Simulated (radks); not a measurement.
Results of a calculation; reference values are marked as such.
Question: Coherent X-ray form factor from a spherical all-electron density. Code: a radial shooting solver on a logarithmic mesh with Libxc functionals. Model: non-relativistic Kohn-Sham, r2SCAN, spin-polarised, spherical densities, point nucleus; meta-GGA in the generalised Kohn-Sham scheme.

sin(theta)/lambda (1/angstrom)  f0 (electrons)
0.05                                     8.875
0.1                                      8.519
0.15                                     7.977
0.2                                      7.313
0.25                                     6.591
0.3                                      5.866
0.4                                      4.556
0.5                                      3.536
0.6                                      2.808
0.8                                      1.984
1                                        1.613
1.25                                     1.381
1.5                                      1.218
2                                        0.928

The species is in the configuration that NIST lists as its ground one. Which atom or ion scatters so?

Answer: The neon ion Ne+, [He] 2s2 2p5. Extrapolating in s^2 from the first two rows gives f0(0) = 9.0, near the electron count 9; among species with that count, the fall with angle is slower the higher Z, and the table is that of Z = 10; from so few rows the species is fixed only to a neighbour or two.
